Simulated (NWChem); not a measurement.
The numbers come from NWChem runs, not from measurements. System: H$_{2}$OSi, charge 0, spin multiplicity 1, at a geometry optimised with PBE/def2-SVP. The structure started from a generated list of species. Level: G0W0@PBE/def2-TZVPD, RI basis def2-tzvpd-rifit.

Job file:

```
start mol
memory heap 200 mb stack 700 mb global 1700 mb
geometry units angstroms nocenter noautoz
  Si     0.401574     0.512962     0.000000
  H      1.618975    -0.483597     0.000000
  O     -0.834319    -0.639983     0.000000
  H     -0.566453    -1.578012     0.000000
  symmetry group Cs
end
basis spherical
  * library def2-tzvpd
end
basis "ri basis" bse spherical
  * library def2-tzvpd-rifit
end
dft
  xc xpbe96 cpbe96
  iterations 100
  direct
  tolerances tight
end
task dft energy
gw
  states alpha occ 4 vir 2
end
task dft gw
```

Part of the output:

```
             Northwest Computational Chemistry Package (NWChem) 7.3.0
             --------------------------------------------------------

                                NWChem Input Module
                                -------------------

 Scaling coordinates for geometry "geometry" by  1.889725989
 (inverse scale =  0.529177249)

 Turning off AUTOSYM since
 SYMMETRY directive was detected!

                             Geometry "geometry" -> ""
                             -------------------------

 Output coordinates in angstroms (scale by  1.889725989 to convert to a.u.)

  No.       Tag          Charge          X              Y              Z
 ---- ---------------- ---------- -------------- -------------- --------------
    1 Si                  14.0000     0.40157400     0.51296200     0.00000000
    2 H                    1.0000     1.61897500    -0.48359700     0.00000000
    3 O                    8.0000    -0.83431900    -0.63998300     0.00000000
    4 H                    1.0000    -0.56645300    -1.57801200     0.00000000

 Effective nuclear repulsion energy (a.u.)      49.2684022642

            Nuclear Dipole moment (a.u.)
            ----------------------------
        X                 Y               Z
 ---------------- ---------------- ----------------
     0.0000113384    -0.0000094486     0.0000000000

      Symmetry information
      --------------------

 Group name             Cs
 Group number              2
 Group order               2
 No. of unique centers     4

      Symmetry unique atoms

     1    2    3    4


 Summary of "ao basis" -> "" (spherical)
 ------------------------------------------------------------------------------
       Tag                 Description            Shells   Functions and Types
 ---------------- ------------------------------  ------  ---------------------
 *                         def2-tzvpd                 on all atoms

 new library libraries.bse/

 Summary of "ri basis" -> "" (spherical)
 ------------------------------------------------------------------------------
       Tag                 Description            Shells   Functions and Types
 ---------------- ------------------------------  ------  ---------------------
 *                      def2-tzvpd-rifit              on all atoms

  pbe96 is a nonlocal functional; adding pw91lda local functional.

                                 NWChem DFT Module
                                 -----------------

 Summary of "ao basis" -> "ao basis" (spherical)
 ------------------------------------------------------------------------------
       Tag                 Description            Shells   Functions and Types
 ---------------- ------------------------------  ------  ---------------------
 Si                        def2-tzvpd               15       43   6s5p3d1f
 H                         def2-tzvpd                5        9   3s2p
 O                         def2-tzvpd               14       40   6s4p3d1f

 Summary of "ao basis" -> "ao basis" (spherical)
 ------------------------------------------------------------------------------
       Tag                 Description            Shells   Functions and Types
 ---------------- ------------------------------  ------  ---------------------
 Si                        def2-tzvpd               15       43   6s5p3d1f
 H                         def2-tzvpd                5        9   3s2p
 O                         def2-tzvpd               14       40   6s4p3d1f

      Symmetry analysis of basis
[...]
     4      0.366607  1 Si s                  5      0.352606  1 Si s
    17      0.325767  1 Si py                45     -0.219112  2 H  s
     3     -0.209096  1 Si s                 46     -0.174840  2 H  s
    20      0.173865  1 Si py                44     -0.126484  2 H  s
    16     -0.120463  1 Si px                 8     -0.118830  1 Si py

 Vector   13  Occ=0.000000D+00  E=-1.130926D-01  Symmetry=a"
              MO Center=  4.6D-01,  4.8D-01, -3.0D-15, r^2= 2.8D+00
   Bfn.  Coefficient  Atom+Function         Bfn.  Coefficient  Atom+Function
  ----- ------------  ---------------      ----- ------------  ---------------
    18      0.499858  1 Si pz                21      0.437861  1 Si pz
    61     -0.183805  3 O  pz                 9     -0.163735  1 Si pz
    15      0.160751  1 Si pz                64     -0.154594  3 O  pz
    67     -0.147382  3 O  pz                12     -0.074402  1 Si pz
    35     -0.042363  1 Si d  1              52      0.040314  2 H  pz

 Vector   14  Occ=0.000000D+00  E=-4.261985D-02  Symmetry=a'
              MO Center=  2.2D-02, -5.7D-01,  8.0D-15, r^2= 5.8D+00
   Bfn.  Coefficient  Atom+Function         Bfn.  Coefficient  Atom+Function
  ----- ------------  ---------------      ----- ------------  ---------------
     6      0.439874  1 Si s                 19     -0.421768  1 Si px
    69     -0.402842  3 O  py                 5      0.341050  1 Si s
    16     -0.332119  1 Si px                20     -0.280612  1 Si py
    57     -0.267746  3 O  s                 56     -0.222630  3 O  s
   100     -0.213338  4 H  py                95     -0.207192  4 H  s

 Vector   15  Occ=0.000000D+00  E= 8.752504D-03  Symmetry=a'
              MO Center=  1.5D+00,  7.0D-01, -1.5D-14, r^2= 8.7D+00
   Bfn.  Coefficient  Atom+Function         Bfn.  Coefficient  Atom+Function
  ----- ------------  ---------------      ----- ------------  ---------------
    58     -2.869290  3 O  s                  6      2.610840  1 Si s
    20     -0.673343  1 Si py                95      0.559523  4 H  s
    19     -0.523366  1 Si px                69     -0.479136  3 O  py
    46     -0.378274  2 H  s                  5      0.352086  1 Si s
     4     -0.342324  1 Si s                 32      0.299990  1 Si d -2

 center of mass
 --------------
 x =  -0.04311768 y =   0.08370026 z =   0.00000000

 moments of inertia (a.u.)
 ------------------
          59.164756772208         -51.643992943305           0.000000000000
         -51.643992943305          66.373597195140           0.000000000000
           0.000000000000           0.000000000000         125.538353967348

     Multipole analysis of the density
     ---------------------------------

     L   x y z        total         alpha         beta         nuclear
     -   - - -        -----         -----         ----         -------
     0   0 0 0     -0.000000    -12.000000    -12.000000     24.000000

     1   1 0 0      0.233647      0.116818      0.116818      0.000011
     1   0 1 0     -0.512752     -0.256371     -0.256371     -0.000009
     1   0 0 1     -0.000000     -0.000000     -0.000000      0.000000

     2   2 0 0    -16.776558    -27.615457    -27.615457     38.454356
     2   1 1 0      0.699301    -12.624792    -12.624792     25.948885
     2   1 0 1      0.000000      0.000000      0.000000      0.000000
     2   0 2 0    -13.993782    -24.288760    -24.288760     34.583737
     2   0 1 1      0.000000      0.000000      0.000000      0.000000
     2   0 0 2    -13.821871     -6.910936     -6.910936      0.000000

 Task  times  cpu:       14.1s     wall:       14.1s

                                NWChem Input Module
                                -------------------

                                 NWChem GW Module
                                 ----------------

                             ***********************
                             ***        GW       ***
                             ***********************

 Summary of "ri basis" -> "ri basis" (spherical)
 ------------------------------------------------------------------------------
       Tag                 Description            Shells   Functions and Types
 ---------------- ------------------------------  ------  ---------------------
 Si                     def2-tzvpd-rifit            33      129   10s8p7d6f2g
 H                      def2-tzvpd-rifit            10       24   5s3p2d
 O                      def2-tzvpd-rifit            26       92   9s7p5d4f1g

                 Memory Information
                 ------------------
          Available GA per process is          1699.9 MBs
          Available stack per process is        700.0 MBs
          Available heap per process is           0.0 MBs

          Peak memory in Initialization
              Peak GA per process is                  3.5 MBs
              Peak stack per process is               0.1 MBs
              Peak heap per process is                3.8 MBs
              Memory not in MA per process            0.0 MBs

          Peak memory in AFF Calculation
              Peak GA per process is                 13.7 MBs
              Peak stack per process is               8.7 MBs
              Peak heap per process is                0.0 MBs
              Memory not in MA per process            8.7 MBs

          Computing 2-center integrals
          Computing Inverse Cholesky factor
          Computing 3-center integrals
          Computing V_xc ...

          Computing Sigma_x
          Computing RPA polarizability
          Solving quasiparticle equations

                  Alpha Orbitals
          State     Energy (eV)     Error (eV)
          -----------------------------------
@GW         9        -14.135           0.000
@GW        10        -11.687           0.002
@GW        11        -11.577           0.002
@GW        12         -8.872           0.002
@GW        13         -0.253           0.002
@GW        14          1.227           0.005

   Applying  -3.1815 eV scissor-shift to rest of particle states

   Applying   2.8241 eV scissor-shift to rest of hole states

     GW Timing Statistics
   ------------------------
   Init.   :          0.1s
     ERIs  :          0.9s
     Distr.:          0.0s
     Vxc   :          0.3s
   Sigma_x :          0.0s
   RPA     :          0.4s
   Wmn     :          0.0s
   Sigma_c :          0.0s
   GW total:          1.8s

 Task  times  cpu:        1.8s     wall:        1.8s

 Total times  cpu:       16.0s     wall:       16.0s
```
